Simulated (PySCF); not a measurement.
Excitation energy of Sr by level of theory

Sr [Kr] 5s2 (1S) → Sr [Kr] 4d1 5s1 (3D), as a difference of total energies. Calculation: PySCF 2.14, in x2c-TZVPPall (8s6p6d2f1g, 79 functions); the spin-free X2C one-electron Hamiltonian (Gaussian nucleus). Correlated levels: valence: [Kr] frozen. The calculations carry no spin-orbit coupling.

```csv
method,excitation energy (eV),error (eV)
UHF,1.877,-0.386
MP2 (valence),2.275,+0.012
SCS-MP2 (valence),2.443,+0.180
CCSD (valence),2.409,+0.146
```

Reference: 2.263 eV (measured; NIST levels, between the centres of gravity of the two terms).

Errors of the correlated levels include the incompleteness of this basis and the frozen core.

With two correlated electrons CCSD is exact in that space.
